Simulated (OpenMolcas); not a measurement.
# Fe2+ in Cs2NaYCl6

Fe2+ with its 6 nearest chloride ions at 2.568 Å, on the Y site of Cs2NaYCl6 (a = 10.7396 Å, distance in the model lattice 2.619 Å). The rest of the host is ab initio model potentials to 7.6 Å, with orthogonalisation functions on the cations behind the ligands, and point charges beyond; the distance is set by hand and nothing relaxes, and no local charge compensation is placed. Ligand basis ANO-RCC-VDZP.
```
Fe    0.0000    0.0000    0.0000
Cl    2.5680    0.0000    0.0000
Cl    0.0000    2.5680    0.0000
Cl   -2.5680    0.0000    0.0000
Cl    0.0000   -2.5680    0.0000
Cl    0.0000    0.0000    2.5680
Cl    0.0000    0.0000   -2.5680
```

- Program: OpenMolcas 26.06
- Method: CASSCF
- Basis: ANO-RCC-VTZP [6s5p3d2f1g]
- Scalar Hamiltonian: DKH2, point nucleus
- Active space: 6 electrons in 5 orbitals (3d)
- State averaging: 2S+1 = 5 even, 5 roots; 2S+1 = 3 even, 45 roots; 2S+1 = 1 even, 50 roots
- Spin-orbit coupling: RASSI with atomic mean-field integrals over the reference wave functions

The lowest spin-free states (labels of O, the rotations of Oh), above the lowest:

```json
{"State": "5T2", "Degeneracy": "3", "E (cm-1)": "0.0", "Free-ion L (%)": "D (100)"}
{"State": "5E", "Degeneracy": "2", "E (cm-1)": "4251", "Free-ion L (%)": "D (100)"}
{"State": "3T1", "Degeneracy": "3", "E (cm-1)": "19388", "Free-ion L (%)": "H (66)"}
{"State": "3T2", "Degeneracy": "3", "E (cm-1)": "21214", "Free-ion L (%)": "H (82)"}
{"State": "3T1", "Degeneracy": "3", "E (cm-1)": "22740", "Free-ion L (%)": "H (67)"}
{"State": "3E", "Degeneracy": "2", "E (cm-1)": "24489", "Free-ion L (%)": "H (93)"}
{"State": "3T1", "Degeneracy": "3", "E (cm-1)": "25530", "Free-ion L (%)": "P (64)"}
{"State": "3T2", "Degeneracy": "3", "E (cm-1)": "25644", "Free-ion L (%)": "G (65)"}
{"State": "1A1", "Degeneracy": "1", "E (cm-1)": "26537", "Free-ion L (%)": "G (49)"}
{"State": "3A2", "Degeneracy": "1", "E (cm-1)": "28082", "Free-ion L (%)": "F (100)"}
{"State": "3T1", "Degeneracy": "3", "E (cm-1)": "28146", "Free-ion L (%)": "H (39)"}
{"State": "3T2", "Degeneracy": "3", "E (cm-1)": "28403", "Free-ion L (%)": "F (63)"}
{"State": "1T1", "Degeneracy": "3", "E (cm-1)": "29411", "Free-ion L (%)": "I (66)"}
{"State": "3E", "Degeneracy": "2", "E (cm-1)": "29567", "Free-ion L (%)": "G (91)"}
{"State": "3A1", "Degeneracy": "1", "E (cm-1)": "31540", "Free-ion L (%)": "G (100)"}
{"State": "1T2", "Degeneracy": "3", "E (cm-1)": "32158", "Free-ion L (%)": "I (96)"}
{"State": "3T1", "Degeneracy": "3", "E (cm-1)": "32415", "Free-ion L (%)": "G (58)"}
{"State": "1E", "Degeneracy": "2", "E (cm-1)": "33892", "Free-ion L (%)": "G (67)"}
{"State": "1A1", "Degeneracy": "1", "E (cm-1)": "34733", "Free-ion L (%)": "I (51)"}
{"State": "1A2", "Degeneracy": "1", "E (cm-1)": "35569", "Free-ion L (%)": "I (99)"}
```

The lowest levels with spin-orbit coupling:

```tsv
E (cm-1)	Degeneracy	Label	2S+1
0.0	3	T2	5
184.4	2	E	5
201.5	3	T1	5
451.9	1	A1	5
493.5	3	T1	5
522.1	3	T2	5
4576	1	A2	5
4586	3	T2	5
4596	2	E	5
4608	3	T1	5
4620	1	A1	5
19512	2	E	3
19538	3	T2	3
19865	3	T1	3
19873	1	A1	3
21423	1	A2	3
21481	3	T2	3
21533	3	T1	3
21593	2	E	3
22985	3	T1	3
```

Powder χT (cm3 K/mol): 3.22 at 2 K, 3.32 at 10 K, 3.81 at 50 K, 4.18 at 100 K, 4.29 at 200 K, 4.2 at 300 K. The effective moment at 300 K is 2.828 √(χT) = 5.80 μB.

The lowest level has 2S+1 = 5, for which the spin-only value is χT = S(S+1) / 2 = 3.000 cm3 K/mol (g = 2). The computed 4.199 at 300 K differs by +1.199, through orbital momentum, spin-orbit coupling and any other state in reach. With a threefold ground state the orbital momentum is unquenched, so the spin-only value is not expected to hold.

Metal share of the active 3d orbitals (Löwdin): 96, 96, 99, 99, 99 %; Mulliken charge of the metal 1.37.

A least-squares ligand-field fit to the states below 45000 cm-1, each weighted by its degeneracy and with a free common offset, gives 10Dq = 4159 cm-1, B = 1137 cm-1 and C = 4249 cm-1 (C/B = 3.74), with an rms deviation of 49 cm-1.

The same method and metal basis give the free ion B = 1177 cm-1 (fit to its terms below 60000 cm-1, rms deviation 29 cm-1), so the nephelauxetic ratio is β = 1137 / 1177 = 0.97; it hangs on how both fits weigh the states, and computed free-ion B values tend to be too large, so β mixes covalency with correlation.

An orbital triplet at a regular site is open to Jahn-Teller coupling, which can distort the site and quench the lowest spin-orbit gaps and is left out. Without dynamic correlation the repulsion within the d shell is too large (B by tens of per cent), so at a given field states of lower spin stand too high. Ligand-to-metal charge-transfer states are missing. With no ligand orbital active B as a rule stays too high, so bands that hang on it stand too high and its fall with covalency is understated. With metal d orbitals alone and no dynamic correlation the field as a rule comes out too small, by tens of per cent, by up to half for chloride and softer ligands, and with too little covalency χT stands high. No measured value stands beside these numbers; the geometry was set by hand and not optimised.
